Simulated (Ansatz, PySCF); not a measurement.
Torsion H4–O1–B2–F3 in BFH2O (SMILES OBF); at each angle all else is relaxed with GFN2-xTB, and the levels are single points there.
Geometry at 0° (charge 0, multiplicity 1):
```csv
atom,x (Å),y (Å),z (Å)
O,0.9397,-0.0055,-0.3759
B,-0.3246,0.3477,-0.2373
F,-0.9125,0.2471,0.9570
H,1.3852,-0.3259,0.4116
H,-0.9447,0.7484,-1.1410
```

On the grid 0° to 330°, 90° is the highest and 0° the lowest point at CCSD(T)/CBS(cc-pVTZ, cc-pVQZ).

Cores are frozen in the correlated methods. CBS: X⁻³ extrapolation of the correlation energy, Hartree–Fock from the larger set. Rows in 6-31G* carry no dispersion term and start afresh at each structure (6-31G* with six Cartesian d functions).

Codes used: Ansatz (an electronic-structure program) with Gaussian orbitals; PySCF for 6-31G* rows. Each number belongs to the level named beside it.

Question: Estimate the energy at 90° less that at 0° that MP2/cc-pVDZ returns for this input.

Answer: 14.3 kcal/mol

Question: What is the computed energy at 90° less that at 0° (BP86/6-31G*)?

Answer: 13.2 kcal/mol

Question: What is the computed energy at 90° less that at 0° (CCSD(T)/CBS(cc-pVTZ, cc-pVQZ))?

Answer: 12.3 kcal/mol
